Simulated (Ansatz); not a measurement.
Gas-phase electronic energies from Ansatz, PBE0-D4/def2-TZVP geometries. CCSD(T)/CBS adds triple-zeta CCSD(T) − MP2 to the extrapolated MP2 energy (def2 sets, frozen cores). This one scheme is used for every species. Functionals use def2-TZVPP. For Ge outer-core shells are correlated without core-valence functions, which leaves a few kJ/mol of doubt a bond. Scalar relativity is left out up to krypton. Each species was taken in one conformer, which may not be the lowest.

`C=[CH][GeH]([NH2])[Cl]` + H₂ → `[NH2][GeH2][Cl]` + `C=C`  (hydrogenolysis of a Ge–C bond)

CCSD(T)/CBS gives -4.1 kcal/mol.

Problem. Another level gave -4.1 kcal/mol. Which?
A. MP2/def2-TZVPP
B. ωB97X-V/def2-TZVPP
C. SCS-MP2/def2-TZVPP
D. HF/def2-TZVPP

Solution. C. SCS-MP2/def2-TZVPP -4.1, HF/def2-TZVPP -11.3, MP2/def2-TZVPP -2.3, ωB97X-V -5.4 kcal/mol.

Largest T1 diagnostic among the species: 0.011.

In def2-TZVPP, CCSD(T) changes the Hartree–Fock value by +7.1 kcal/mol (the triples alone add +1.4 kcal/mol) and MP2 by +9.1 kcal/mol. The D4 term adds +3.3 kcal/mol with B3LYP and +1.8 kcal/mol with PBE0; it sums over pairs of atoms, weighted by their polarisabilities, and B3LYP, whose exchange is more repulsive, gets the larger term.

B3LYP here is the variant with VWN-RPA as its local correlation; programs differ in this.
